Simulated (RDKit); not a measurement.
Input file for RDKit: UFF on HCl (SMILES Cl).

```python
from rdkit import Chem
from rdkit.Chem import AllChem, rdDetermineBonds

blocks = [
'''2

Cl    0.53481538   -0.46597293   -0.22561594
H     0.80026747    0.78567606   -0.12357310
''',
]
mol = None
for b in blocks:
    f = Chem.MolFromXYZBlock(b)
    rdDetermineBonds.DetermineBonds(f, charge=0)
    mol = f if mol is None else Chem.CombineMols(mol, f)
Chem.SanitizeMol(mol)
print(Chem.MolToSmiles(Chem.RemoveHs(mol)))
ff = AllChem.UFFGetMoleculeForceField(mol, vdwThresh=100.0, ignoreInterfragInteractions=False)
e = ff.CalcEnergy()
print(f'UFF energy {e:.6f} kcal/mol')
```

Program output:

```
Cl
UFF energy 1.808756 kcal/mol
```

The run finished.

Cost: around 0.020 core-seconds (rough).
